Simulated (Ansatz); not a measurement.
Consider the cleavage of the B–Si bond: `B[SiH2]C` + `CCNC(C)(C)C` → `BN(CC)C(C)(C)C` + `C[SiH3]`.

Isolated molecules relaxed with PBE0-D4/def2-TZVP in Ansatz; ΔE leaves out vibrations. CCSD(T)/CBS is the MP2 limit (def2-TZVPP, def2-QZVPP) plus CCSD(T) − MP2 in def2-TZVPP, frozen cores. This one scheme is used for every species. One conformer a species, not always the lowest.

| species | CCSD(T)/CBS(def2) energy (Eh) |
| --- | --- |
| `B[SiH2]C` | -356.10068 |
| `CCNC(C)(C)C` | -292.05577 |
| `BN(CC)C(C)(C)C` | -317.48601 |
| `C[SiH3]` | -330.73916 |

Question: Work out ΔE.

Answer: ΔE = (-317.48601) + (-330.73916) − (-356.10068) − (-292.05577) = -0.06872 Eh = -43.1 kcal/mol.

Largest T1 diagnostic among the species: 0.011.

At CCSD(T), def2-SVP lies −3.8 kcal/mol from the extrapolated value and def2-TZVPP −0.5 kcal/mol. The D4 term adds −2.0 kcal/mol with B3LYP and −1.2 kcal/mol with PBE0; it sums over pairs of atoms, weighted by their polarisabilities, and B3LYP, whose exchange is more repulsive, gets the larger term.

B3LYP here is the variant with VWN-RPA as its local correlation; programs differ in this.
